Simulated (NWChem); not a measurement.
# BaHSCl; SMILES [Cl][Ba][SH]

```xyz
4

Ba    -0.4131    -0.0080    -0.0061
Cl     0.9288    -2.4082     0.0060
S      1.0129     2.5057    -0.0082
H     -0.1278     3.2382    -0.0117
```
Atoms are numbered in this order, from 1.

Computed with NWChem. Structure relaxed at the PBE0/def2-SVP level. def2 effective core potentials on Ba; no spin-orbit coupling. Static field.

```
level                   isotropic polarisability (bohr³)  anisotropy (bohr³)
----------------------  --------------------------------  ------------------
PBE/def2-SVPD                                 (withheld)          (withheld)
B3LYP/def2-SVPD                                     86.2                50.9
CAM-B3LYP/def2-SVPD                                 81.6                43.1
Hartree-Fock/def2-SVPD                              72.5                30.8
```

Q: What belongs in the gaps?

A: 
- PBE/def2-SVPD, isotropic polarisability (bohr³): 90.9
- PBE/def2-SVPD, anisotropy (bohr³): 57.8
